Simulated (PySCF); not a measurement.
Computed structure and properties of [CeF2]2+

System: [CeF2]2+ (singlet); start: template (C2v). Method: PySCF 2.14.0, RKS PBE0, Ce lcecp-2-SVP with ECP46, F def2-SVP; non-relativistic Hamiltonian with scalar-relativistic core potentials where named; density fitting; no spin-orbit coupling.

Input of the relaxation:

```python
mol = gto.M(atom='''
Ce     0.00000     0.00000    -0.17913
F      1.87410    -0.00000     0.65957
F     -1.87410     0.00000     0.65957''',
    basis={'Ce': 'lcecp-2-SVP', 'F': 'def2-SVP'},
    ecp={'Ce': 'lcecp-2-SVP'},
    charge=2, spin=0)
mf = dft.RKS(mol, xc='PBE0')
mf.grids.atom_grid = (50, 194)  # f atoms: unpruned, at least (60, 302)
mf = mf.density_fit()  # fitting sets: Ce AutoAux, F def2-universal-JKFIT
mf.conv_tol = 1e-08; mf.max_cycle = 55
mf.kernel(dm0)  # dm0: converged density of the start geometry
# quasi-Newton relaxation in Cartesian coordinates to a largest gradient under 0.00045 Eh/bohr, steps kept in the point group
```

Run from Python with OMP_NUM_THREADS=2; the lines above give its settings. Where DIIS fails, smearing, a level shift and second-order steps follow.
It took 8.8 s on 2 threads of Intel(R) Xeon(R) Platinum 8488C (Sapphire Rapids) (shared host), from the converged density of the start.

Course of the relaxation:

```
step  energy above end (eV)  largest force component within the symmetry (eV/Å)
   0                 0.9053                                               3.628
   1                 0.2798                                               1.047
   2                 0.1036                                               0.771
   3                 0.0178                                               0.699
   4                 0.0022                                               0.160
   5                 0.0000                                               0.029
   6                 0.0000                                               0.009
```

Relaxed geometry (C2v):

```xyz
3

Ce    0.0000    0.0000   -0.4210
F     1.4768    0.0000    0.7805
F    -1.4768    0.0000    0.7805
```

```tsv
contact	Å
Ce1–F2 (F)	1.904
Ce1–F3 (F)	1.904
```

On the finer grid (75, 302):

```yaml
HOMO: not given (4f levels lie in the core)
LUMO: not given (4f levels lie in the core)
Dipole_about_the_centre_of_mass: 5.72 D
Set_of_Mulliken_populations_of_Ce1_outside_the_core_potential: s 2.03, p 6.05, d 1.42, f 0.17
D3_BJ_dispersion_energy_not_in_the_energies: -0.026 eV
```

```
atom  Mulliken (e)  Löwdin (e)  spin (e)
 Ce1          2.33        2.22      0.00
  F2         -0.16       -0.11      0.00
  F3         -0.16       -0.11      0.00
```

The large-core potential holds the 4f shell empty.

On the grid (50, 194), as all that follows. Harmonic modes: a minimum; lowest 158 cm⁻¹ (negative: unstable), highest 782 cm⁻¹, zero-point energy 0.106 eV.

Taking off one F (charge -1, singlet; the rest: singlet) in vacuum, both parts rigid, costs 25.88 eV; the small basis without counterpoise inflates it. Most of it is the attraction of opposite charges; other ways to part are cheaper, and one spin state was tried for the rest.

Rigid scan of F along the line from its metal:

```tsv
distance to F2 (Å)	energy (eV)
1.60	2.664
1.70	1.005
1.80	0.215
1.90	0.000
2.00	0.158
2.10	0.548
2.30	1.670
```

One start shape was tried, so this needn't be the lowest isomer.
